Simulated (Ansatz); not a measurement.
Born–Oppenheimer molecular dynamics of C2H6BNO (11 atoms, charge 0, multiplicity 1). It starts from a relaxed structure.

Computed with Ansatz 0.2.0, RHF/6-31G.

```
ensemble                      : NVE (velocity Verlet)
time step                     : 0.5 fs
steps asked                   : 266
starting velocities drawn for : 500 K
seed                          : 458385
```

First frame:

```xyz
11
Properties=species:S:1:pos:R:3
B -0.414 1.964 -0.038
O -0.254 0.778 0.621
C 0.066 -0.504 0.216
C -0.127 -1.504 1.064
N 0.548 -0.601 -1.071
H -0.732 2.894 0.616
H -0.226 2.054 -1.208
H 0.143 -2.508 0.810
H -0.565 -1.316 2.020
H 0.935 0.179 -1.539
H 0.690 -1.494 -1.471
```

Question: How far do the bonds stretch over the last three quarters of this one trajectory? (Pairs bonded in most of those frames.)

Answer: 
```tsv
bond	mean (Å)	spread (Å)	shortest	longest
B1–O2	1.368	0.017	1.32	1.40
B1–H6	1.184	0.023	1.14	1.23
B1–H7	1.191	0.021	1.15	1.24
O2–C3	1.383	0.018	1.35	1.41
C3–C4	1.324	0.021	1.28	1.36
C3–N5	1.383	0.016	1.36	1.41
C4–H8	1.073	0.018	1.04	1.10
C4–H9	1.069	0.009	1.04	1.09
N5–H10	0.995	0.035	0.94	1.05
N5–H11	0.995	0.033	0.94	1.05
```

Mean temperature of the second half: 251 K. The conserved energy stayed within 0.51 meV per atom of its start (net change 0.31 meV per atom), so the integration is sound. Over the second half the temperature averaged 0.50 of the 500 K drawn at the start: a run that starts near a minimum puts about half its kinetic energy into the potential. A run of 0.13 ps of so small a system gives no equilibrium averages. Limits of this set-up: no polarisation functions.

The run took 4.9 min on 1 thread of Arm Neoverse V1, with other jobs on the host, peak memory 0.1 GiB.
